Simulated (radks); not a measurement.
Numerical settings for the silicon ion Si+, [Ne] 3s2 3p1. All-electron calculation, Dirac Kohn-Sham, PBE, spin-unpolarised, spherical densities, point nucleus; open shells are shared between the two j in proportion to 2j + 1. Program: a radial shooting solver on a logarithmic mesh with Libxc functionals. The defaults (mesh step 0.008 in ln r, mesh end at 40 bohr or more with all orbitals vanishing there, Anderson mixing 0.5 over 9 steps, residual threshold near 1e-9 with the energy settled to 1e-9 hartree or 1e-11 of itself, here a cap of 54 iterations) give E = -289.5528 hartree and 3p3/2 at -11.642 eV in 14 iterations. Run on one thread of a shared host, so times are rough (Arm Neoverse V1): 0.08 s of CPU time, 0.08 s wall, 14 iterations on 2476 mesh points. Changes against that run (0 stands for a change within the tolerance of the run):

[
 {"setting": "mesh step in ln r 0.003", "iterations": "14", "converged": "yes", "E (mhartree)": "0", "e(3p3/2) (meV)": "0", "CPU (s)": "0.19"},
 {"setting": "mesh step in ln r 0.05", "iterations": "14", "converged": "yes", "E (mhartree)": "+0.000751", "e(3p3/2) (meV)": "0", "CPU (s)": "0.02"},
 {"setting": "mesh step in ln r 0.2", "iterations": "54", "converged": "no", "E (mhartree)": "-1.71e+06", "e(3p3/2) (meV)": "-", "CPU (s)": "0.11"},
 {"setting": "mesh end (bohr) 1", "iterations": "13", "converged": "level above zero", "E (mhartree)": "+5.7e+04", "e(3p3/2) (meV)": "+4.64e+05", "CPU (s)": "0.05"},
 {"setting": "mesh end (bohr) 400", "iterations": "14", "converged": "yes", "E (mhartree)": "0", "e(3p3/2) (meV)": "0", "CPU (s)": "0.08"},
 {"setting": "residual threshold 0.01", "iterations": "8", "converged": "yes", "E (mhartree)": "0", "e(3p3/2) (meV)": "-0.69", "CPU (s)": "0.05"},
 {"setting": "residual threshold 1e-05", "iterations": "10", "converged": "yes", "E (mhartree)": "0", "e(3p3/2) (meV)": "0", "CPU (s)": "0.06"},
 {"setting": "mixing 0.2", "iterations": "16", "converged": "yes", "E (mhartree)": "0", "e(3p3/2) (meV)": "0", "CPU (s)": "0.09"},
 {"setting": "linear mixing, mixing 0.8", "iterations": "18", "converged": "yes", "E (mhartree)": "0", "e(3p3/2) (meV)": "0", "CPU (s)": "0.09"},
 {"setting": "linear mixing, mixing 0.2", "iterations": "54", "converged": "no", "E (mhartree)": "0", "e(3p3/2) (meV)": "-0.0101", "CPU (s)": "0.22"},
 {"setting": "mixing history 2", "iterations": "20", "converged": "yes", "E (mhartree)": "0", "e(3p3/2) (meV)": "0", "CPU (s)": "0.09"},
 {"setting": "iteration cap 3", "iterations": "3", "converged": "no", "E (mhartree)": "+1.34", "e(3p3/2) (meV)": "-353", "CPU (s)": "0.02"}
]

Settled on a wrong energy, with an occupied level pushed above zero by the early mesh end: mesh end (bohr) 1 (+57 hartree). Apart from these: no run marked as converged misses the energy by more than 1 mhartree. A mesh that ends early acts as a hard wall.
